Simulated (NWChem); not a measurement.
System: ZnBrF; SMILES [F][Zn][Br]

NWChem input:

```
start job
memory heap 200 mb stack 900 mb global 1100 mb
geometry units angstroms noautoz
  Zn    -0.215310     0.714772     0.000000
  F     -0.548608     2.421489     0.000000
  Br     0.210136    -1.463820     0.000000
end
basis spherical
  Zn library 6-31g*
  F library 6-31g*
  Br library 6-31g*
end
dft
  xc b3lyp
  iterations 150
  mulliken
end
task dft energy
```

The geometry was optimised at PBE0/def2-SVP. B3LYP is NWChem's, with the RPA form of VWN correlation.

Predict the main results of this run. (B3LYP/6-31G* (spherical d).) Quantities: energy (Ha); highest occupied level (eV); orbital gap (eV); dipole (D).

The energy (Ha) is -4452.91 and the highest occupied level (eV) is -8.36. The orbital gap (eV) is 6.39 and the dipole (D) is 0.24.
